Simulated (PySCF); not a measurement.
Molecule: Al(Br)2(Me), SMILES [CH3][Al]([Br])[Br]. Atoms near the plane z = 0.0 Å, at the CAM-B3LYP/def2-SVP optimised geometry (x, y, z in Å): Al1 (-0.6, 0.0, 0.0), Br2 (-1.8, -1.9, 0.0), Br3 (-1.7, 1.9, 0.0), C4 (1.4, 0.0, 0.0), H5 (1.8, 0.8, 0.6), H6 (1.7, 0.2, -1.0), H7 (1.8, -1.0, 0.3).

Calculation: CAM-B3LYP/def2-TZVP run with PySCF. Cells within 0.4 Å of a nucleus heavier than hydrogen are left out (blank, or x). The values are rescaled to run from 0 to 1.

```
|11111111111111111111111111111|
|11111111111111111111111111111|
|11111111111111111111111111111|
|11111111111111111111111111111|
|11111001111111111111111111111|
|11111112332111111111111111111|
|11111122x33211111111111111111|
|1111123xxx2211111111111111111|
|1111123xxx2211111111111111111|
|11111222123321111000001111111|
|11111112234321001001110111111|
|11111112344310011112211111111|
|11111111222210123213421111111|
|111111111110x02566xx510011111|
|11111111001xxx2689xxx00011111|
|11111111111xx02566xx621011111|
|11111111222210133348941111111|
|11111112344210011236841111111|
|11111112244321011112310011111|
|11111222123321111100000011111|
|1111123xxx2211111100000111111|
|1111123xxx2211111111111111111|
|11111122x33211111111111111111|
|11111112332111111111111111111|
|11111001111111111111111111111|
|11111111111111111111111111111|
|11111111111111111111111111111|
|11111111111111111111111111111|
|11111111111111111111111111111|
```
Scale: ten equal steps from 0.000 (start of '0') to 1.00 (end of '9'), in the order '0123456789'; x runs from -4.00 to 4.00, y from -4.00 (bottom) to 4.00 (top).

Task: Which quantity is mapped?
A) electrostatic potential
B) an orbital amplitude
C) Laplacian of the electron density
D) deformation density (molecule minus spherical neutral atoms)

Result: D, deformation density (molecule minus spherical neutral atoms). In full: deformation density (molecule minus spherical neutral atoms) (e/bohr³).
